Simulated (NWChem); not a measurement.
System: SiH$_{3}$O$_{2}$F; SMILES O[SiH](O)F

Input file for NWChem:

```
start job
memory heap 200 mb stack 900 mb global 1100 mb
geometry units angstroms noautosym nocenter noautoz
  Si     0.029414    -0.029292     0.358784
  O      0.494821    -1.516967    -0.193448
  O     -1.515693     0.272681    -0.183070
  F      0.985558     1.167060    -0.221347
  H      0.192380    -0.047992     1.834854
  H      0.247882    -1.712855    -1.114647
  H     -1.765947     1.210427    -0.248447
end
basis spherical
  Si library def2-svp
  O library def2-svp
  F library def2-svp
  H library def2-svp
end
dft
  xc pbe0
  iterations 150
end
property
  efieldgrad
end
task dft property
```

The geometry was optimised at PBE-D3(BJ)/def2-SVP.

Vzz is the largest principal value of the second derivative of the potential at the nucleus (NWChem prints the opposite sign); η is the asymmetry. Non-relativistic.

Atoms are numbered as in the input.

Problem. Predict the main results of this run. (PBE0/def2-SVP.) Quantities: Vzz O2 (a.u.); η O2; Vzz O3 (a.u.); η O3.

Solution. 
| Property | Result |
|---|---|
| Vzz O2 (a.u.) | 1.399 |
| η O2 | 0.58 |
| Vzz O3 (a.u.) | 1.423 |
| η O3 | 0.59 |
